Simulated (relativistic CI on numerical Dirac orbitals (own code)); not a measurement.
**In¹⁴⁺: computed level list**

These numbers are calculated, not measured: Dirac-Coulomb-Breit CI, separate exchange-only KLI orbitals for each configuration, model QED (radiative potential, 1s self-energy scaled to tabulated hydrogen-like ionisation energies), unscaled Slater integrals (own radial code, finite nucleus).

Configurations in the expansion (outside the closed core [Ar] 3d10): 4s2 4p5, 4s 4p6, 4s2 4p4 4d, 4s 4p5 4d, 4s2 4p4 4f, 4s 4p5 4f, 4p6 4d, 4s 4p4 4d2, 4s2 4p4 5s, 4s2 4p3 4d 4f, 4s2 4p4 5p, 4p5 4d2, 4p4 4d3, 4p4 4d2 4f, 4p4 4d2 5s. Double excitations out of closed p, d and f shells are left out; levels of such configurations are missing from the list, as are those of other unlisted configurations, and high levels can miss mixing partners. These lack a partner that the ground configuration has and come out too high: 4s2 4p4 5p.

The lowest level is 4s2 4p5 2P°_3/2, with 99 % of that term; Hund's rules for 4s2 4p5 give 2P° with J = 3/2, in agreement.

```
No.  Configuration  Term    J  E (cm⁻¹)   %  Lifetime (s)
  1        4s2 4p5   2P°  3/2         0  99              
  2        4s2 4p5   2P°  1/2     68607  99      1.72e-04
  3         4s 4p6    2S  1/2    378570  79      1.08e-10
  4     4p4(3P) 4d    4D  5/2    494253  70      1.60e-08
  5     4p4(3P) 4d    4D  3/2    494281  59      7.07e-09
  6     4p4(1D) 4d    2P  1/2    500178  44      2.78e-09
  7     4p4(3P) 4d    4D  7/2    500670  72      4.15e-03
  8     4p4(3P) 4d    4F  9/2    520958  79      2.67e-02
  9     4p4(3P) 4d    2F  7/2    524794  45      8.77e-03
 10     4p4(1S) 4d    2D  3/2    538978  45      4.76e-10
 11     4p4(3P) 4d    4P  1/2    541737  59      8.78e-11
 12     4p4(3P) 4d    4D  1/2    549286  56      6.61e-10
 13     4p4(3P) 4d    4F  5/2    558809  71      2.37e-10
 14     4p4(3P) 4d    4F  3/2    559997  48      1.21e-10
 15     4p4(3P) 4d    4P  5/2    563352  50      2.90e-10
 16     4p4(1D) 4d    2P  3/2    564584  30      6.64e-09
 17     4p4(3P) 4d    4F  7/2    578068  49      2.55e-04
 18     4p4(1D) 4d    2P  3/2    586387  44      3.22e-09
 19     4p4(1D) 4d    2D  5/2    590055  53      3.92e-10
 20     4p4(1D) 4d    2G  7/2    593016  62      3.17e-04
 21     4p4(3P) 4d    2F  5/2    598316  77      1.70e-09
 22     4p4(1D) 4d    2G  9/2    602641  79      2.79e-04
 23     4p4(1D) 4d    2F  5/2    614597  51      4.63e-10
 24     4p4(1D) 4d    2F  7/2    629937  87      1.91e-04
 25     4p4(1S) 4d    2D  3/2    661159  66      2.36e-11
 26     4p4(1D) 4d    2S  1/2    682186  71      2.19e-12
 27     4p4(1S) 4d    2D  5/2    700198  66      1.66e-10
 28     4p4(3P) 4d    2P  3/2    708119  75      2.07e-12
 29     4p4(3P) 4d    2D  5/2    715242  94      1.75e-12
 30     4p4(3P) 4d    2P  1/2    735184  91      2.19e-12
 31     4p4(3P) 4d    2D  3/2    778206  83      1.84e-12
 32      4s 4p5 4d   4P°  1/2    921150  97      2.39e-11
 33      4s 4p5 4d   4P°  3/2    929172  85      2.39e-11
 34      4s 4p5 4d   4F°  9/2    932279  94      4.15e-11
 35      4s 4p5 4d   4F°  7/2    934966  78      3.98e-11
 36      4s 4p5 4d   4F°  5/2    938713  39      3.18e-11
 37      4s 4p5 4d   4P°  5/2    951094  52      2.49e-11
 38      4s 4p5 4d   4F°  3/2    956000  62      3.31e-11
 39      4s 4p5 4d   4D°  7/2    978714  73      2.47e-11
 40      4s 4p5 4d   4D°  1/2    981949  80      2.37e-11
 41      4s 4p5 4d   4D°  5/2    989838  38      2.09e-11
 42      4s 4p5 4d   4D°  3/2    997260  64      2.39e-11
 43      4s 4p5 4d   2D°  3/2   1013169  66      2.25e-11
 44      4s 4p5 4d   2F°  7/2   1015080  82      2.20e-11
 45      4s 4p5 4d   2D°  5/2   1016798  56      2.65e-11
```

Energies count from the lowest computed level; ° marks odd parity; lifetimes are radiative, by E1, M1, E2, M2, E3 decay to levels of this space only. Percentages are summed over parent terms; the parents shown are those of the largest component, closed shells are left out there.

The mean weight of the leading LS term, summed over parents, in these 45 levels is 67 %, and that of the leading jj configuration (from the same eigenvectors) 68 %.

At this charge energies of transitions that change n are usually good to better than 1 %, and those within a shell (Δn = 0) to a few per cent.

LS names give the leading component of a level, which can be under half, so a name can repeat, a term be missing and a line seem to break the LS rules.
